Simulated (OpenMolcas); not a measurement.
Levels of Eu2+ by method

```
Program             : OpenMolcas 26.06
Basis               : ANO-RCC-VTZP [8s7p5d3f2g1h]
Scalar Hamiltonian  : DKH2, point nucleus
Active space        : 7 electrons in 7 orbitals (4f)
State averaging     : 2S+1 = 8 odd, 1 root; 2S+1 = 6 odd, 48 roots; 2S+1 = 4 odd, 392 roots (278 in the spin-orbit step); 2S+1 = 2 odd, 397 roots kept (CI in the orbitals of an earlier block, 293 in the spin-orbit step)
Spin-orbit coupling : RASSI with atomic mean-field integrals over the reference wave functions, term energies averaged over their components
```

Methods on the same reference wave functions:
A. CASSCF
B. SS-CASPT2, IPEA 0.25 Eh, imaginary shift 0.1 Eh (closed shells correlated: 5s 5p)

Energies in cm-1 above 4f7 8S* 7/2, the measured ground level; measured values from Martin, Zalubas and Hagan, Atomic Energy Levels: The Rare-Earth Elements, NSRDS-NBS 60 (1978).

```csv
Level,A,B,Measured
4f7 8S* 7/2,0.0,0.0,0.0
4f7 6P* 7/2,35860,29700,28200
4f7 6P* 5/2,36254,30110,
4f7 6P* 3/2,36656,30520,
4f7 6I* 7/2,38979,34580,
4f7 6I* 9/2,39233,34890,
4f7 6I* 17/2,39381,35110,32073
4f7 6I* 11/2,39448,35150,32180
4f7 6I* 13/2,39582,35320,
4f7 6I* 15/2,39585,35340,32308
4f7 6D* 9/2,44002,37700,
4f7 6D* 1/2,44583,38380,
4f7 6D* 7/2,44723,38410,
4f7 6D* 3/2,44770,38540,
4f7 6D* 5/2,44895,38620,
4f7 6G* 11/2 [51 %],57508,49030,
4f7 6G* 13/2,59038,50670,
4f7 4D* 1/2(1) [56 %],59180,50350,
4f7 4N* 17/2 [68 %],59723,54760,
4f7 4N* 19/2,60414,55710,
4f7 4N* 23/2,60498,55930,
4f7 4N* 21/2,60727,56130,
4f7 6F* 5/2 [68 %],61593,52930,
4f7 6F* 3/2 [68 %],61908,53160,
```

Deviations, from unrounded energies. A percentage is the sum of absolute deviations over the sum of measured energies, with the sign that they share, or ± where signs differ.

| Against measurement | Levels | A | B |
| --- | --- | --- | --- |
| mean absolute deviation (cm-1) | 4 | 7400 | 2600 |
| other terms of the ground configuration (%) | 4 | +23.7 | +8.4 |

B lies closest to measurement on these levels. The largest miss of B in the table is 4f7 6I* 17/2, by +3000 cm-1. The ranking rests on the paired levels alone, and a cruder setting can come out closer through cancelling errors.

From A to B the spin-free energies of the other terms of 4f7 shown, above 8S*, scale by factors of 0.83 to 0.92, as is usual when dynamic correlation screens the repulsion within a d or f shell.

The lowest spin-free term lies below A's lowest term by 0.576 hartree in B.

Term energies are means over components that CASPT2 splits; among the terms shown or strongly mixed into the levels shown the widest spread is 200 cm-1 (4f7 4N*, B). High states are left out of the spin-orbit mixing, which shifts the levels that they would mix with. Without dynamic correlation excited terms often stand tens of per cent too high (terms of higher spin than the ground term too low), and those without a measured partner can miss by more than the paired ones (holds for A). The CASPT2 spread within a term exceeds the gap to the next term for 4f7 6G* and 4f7 4D*(1), so the order of their levels is uncertain, and so are names and mixing where such terms share a J (holds for B). Computed and measured levels are paired by configuration, term and J; levels that our copy of the source lacks, or whose pairing is in doubt (as where it misses far off the trend of its configuration), stay unpaired and out of the deviations. Levels of configurations outside the active space are missing. The table leaves out levels that lie high or whose names do not pair safely across all columns.

A share in square brackets marks a mixed level and gives the weight of the term that names it, the lowest over the columns. A number in round brackets counts repeated terms of one configuration in the order of the reference energies. * marks odd parity.
